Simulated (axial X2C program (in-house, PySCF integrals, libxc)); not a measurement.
Results of a calculation; reference values are marked as such.
## CrTe⁺: input and output

Program: an in-house relativistic program for diatomic molecules.

The run was started with this input:
```json
{
 "zs": [
  52,
  24
 ],
 "q": 1,
 "bas": [
  "dyall-cv3z",
  "dyall-cv3z"
 ],
 "levels": [
  "PBE0",
  "HF",
  "PBE50"
 ],
 "cc": true,
 "r0": 2.39,
 "thr": -1.0,
 "nmax": 90,
 "npts": 10,
 "nst": 2,
 "ntry": 6
}
```
```bash
python so2c.py task.json out
```

Keys: zs atomic numbers; q charge; bas basis sets; levels methods; cc coupled cluster on or off; r0 starting distance in Å; thr threshold in hartree for freezing inner shells (an s shell follows its p shell); nmax most natural virtual spinors; npts points on the curve; nst determinants followed; ntry starts of the search. HF also brings MP2.

Output of the PBE0 step, without spin–orbit coupling, at R = 2.530 Å for the state M_S = 3/2, Λ = 0. It starts from the PBE0 orbitals of the search at 2.530 Å.

```
spin-free X2C-1e  PBE0
basis functions 232  fitting functions 1239  grid points 5802
iter        total energy     max residual
   1      -7843.858546902     3.62e-05
   2      -7843.858546918     2.95e-05
   3      -7843.858546919     3.96e-05
   4      -7843.858546929     1.97e-05
   5      -7843.858546933     4.46e-06
converged
one-electron -11273.17090958  Coulomb 3394.42612445  exact exchange -55.66527157  xc functional -170.48135950  nuclear repulsion 261.03286926
```
Energies are in hartree; totals compare only within one Hamiltonian and basis. The determinant is spin-polarised beyond a pure state at some levels (its spin-free form has ⟨S²⟩ too high), which makes Re and μ there less reliable.
